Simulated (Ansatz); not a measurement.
One change: `C[S][GeH]([F])[F]` becomes `[F][GeH]([F])[O][SiH3]`.

Ansatz, PBE0-D4/def2-TZVP geometries, multiplicity 1. Each molecule was computed in one conformer, which needn't be the lowest.

Scalar relativity is left out up to krypton.

| property | `C[S][GeH]([F])[F]` |
| --- | --- |
| LUMO energy (ωB97M-V/def2-TZVPP) / eV | 1.34 |
| HOMO–LUMO gap (PBE0/def2-TZVPP) / eV | 7.09 |
| HOMO–LUMO gap (ωB97M-V/def2-TZVPP) / eV | 11.20 |
| LUMO energy (PBE0/def2-TZVPP) / eV | -0.56 |
| HOMO energy (PBE/def2-TZVPP) / eV | -6.38 |
| LUMO energy (B3LYP/def2-TZVPP) / eV | -0.84 |

Q: Give the same properties after the change, and the shifts. (An estimate is asked.)

A: The calculation gave: 
| property | `[F][GeH]([F])[O][SiH3]` | shift |
| --- | --- | --- |
| LUMO energy (ωB97M-V/def2-TZVPP) / eV | 1.35 | 0.01 |
| HOMO–LUMO gap (PBE0/def2-TZVPP) / eV | 8.77 | 1.68 |
| HOMO–LUMO gap (ωB97M-V/def2-TZVPP) / eV | 12.90 | 1.70 |
| LUMO energy (PBE0/def2-TZVPP) / eV | -0.48 | 0.08 |
| HOMO energy (PBE/def2-TZVPP) / eV | -7.78 | -1.40 |
| LUMO energy (B3LYP/def2-TZVPP) / eV | -0.79 | 0.05 |

With PBE0 the HOMO falls by 1.60 eV and the LUMO rises by 0.08 eV, so the gap widens by about 1.68 eV. PBE moves the HOMO by -1.40 eV and ωB97M-V by -1.69 eV.

B3LYP here is the variant with VWN-RPA as its local correlation; programs differ in this.
